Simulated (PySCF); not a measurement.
## Computed data sheet: `CC(=O)/C=C(\C)O` (acetylacetone)

Acetylacetone, C5H8O2.
Z-matrix (Å and degrees, PBE0-D3(BJ)/def2-SVP geometry), rows numbered from 1:
```
C 
C   1  1.5134
O   2  1.2194  1  120.83
C   2  1.4631  1  115.52  3  -179.93
C   4  1.3597  2  124.28  1  -178.97
C   5  1.4886  4  125.90  2     0.03
O   5  1.3386  4  121.77  2  -179.58
H   1  1.0967  2  109.42  3     0.67
H   1  1.1017  2  110.48  3   121.49
H   1  1.1017  2  110.52  3  -120.16
H   4  1.0959  2  117.56  1     0.86
H   6  1.0975  5  109.52  4   168.09
H   6  1.1008  5  110.04  4   -71.62
H   6  1.0968  5  110.76  4    44.74
H   7  0.9659  5  109.34  4     0.30
```

Some functional groups and rings: ketone and C=C double bond.

PBE0-D3(BJ)/def2-SVP geometry optimisation, gas phase (PySCF):

```
Rotational constants A, B, C : 5.308, 1.694, 1.305 GHz
```

B3LYP/def2-SVPD ground state, ΔSCF and vertical TDDFT (core frozen in the response) (PySCF):

```
Dipole moment                                                     : 3.38 D
HOMO energy                                                       : -6.77 eV
LUMO energy                                                       : -1.32 eV
HOMO–LUMO gap                                                     : 5.45 eV
Lowest singlet excitation                                         : 3.94 eV (315 nm, f = 0.000)
Strongest line among the 10 lowest singlet transitions            : S2 at 5.37 eV (231 nm, f = 0.322)
Lowest triplet excitation (Tamm–Dancoff)                          : 3.47 eV
Static isotropic polarisability                                   : 73.2 au
Vertical ionisation energy                                        : 9.00 eV
Electronic spatial extent ⟨r²⟩ about the centre of nuclear charge : 900 bohr²
```

From PBE0/pcSseg-1 ground state and GIAO shieldings, non-relativistic (PySCF):

```
Lowest Hirshfeld atomic charge                              : -0.25 e on O3
Highest Hirshfeld atomic charge                             : +0.19 e on H15
13C chemical shifts (computed TMS as zero) by class         : 196.2 (C2), 178.6 (C5), 101.4 (C4), 32.8 (C1), 22.1 (C6) ppm
1H chemical shifts (computed TMS as zero) by class          : 5.19 (H11), 4.49 (H15), 2.37 (H12/H13/H14), 2.03 (H8/H9/H10) ppm
Isotropic shieldings of nuclei other than C and H, by class : -286 (O3), 172 (O7) ppm
Mayer bond orders between heavy atoms                       : C1–C2 1.00, C2–O3 1.95, C2–C4 1.03, C4–C5 1.65, C5–C6 1.06, C5–O7 1.14
```

From B3LYP/pcJ-1 indirect spin-spin coupling, non-relativistic, gas phase; spin–dipole term left out (PySCF):

```
Largest of the computed one-bond spin–spin couplings (means over like bonds) : 13C–1H +154.8 (C4–H11), 13C–1H +138.2 (C6–H12 and 2 like it), 13C–1H +133.5 (C1–H8 and 2 like it), 13C–13C +78.2 (C4–C5), 17O–1H -73.6 (O7–H15), 13C–13C +64.3 (C2–C4), 13C–13C +49.8 (C5–C6), 13C–13C +45.2 (C1–C2) Hz
```

Monoisotopic mass (most abundant isotopes): 100.0524 u.

In wavenumbers S1 is 31800 cm⁻¹ (1 eV = 8065.54 cm⁻¹). The dipole matches unit charges of opposite sign 0.70 Å apart (1 e·Å = 4.8032 D). The largest Löwdin shares of the HOMO are 0.62 on O3, 0.10 on C2, 0.09 on C1 and 0.09 on C4. The largest Löwdin shares of the LUMO are 0.26 on C5, 0.21 on C2, 0.18 on O3 and 0.10 on C4. The polarisability is 10.84 Å³ as a volume (1 au = 0.148185 Å³), or 1.35 au for each of the 54 electrons.

 NMR classes are plain means over equivalent atoms (diastereotopic ones count apart unless rotation or inversion swaps them), as if these changed places fast; in this geometry the members of some classes differ.

One conformer stands for the species.
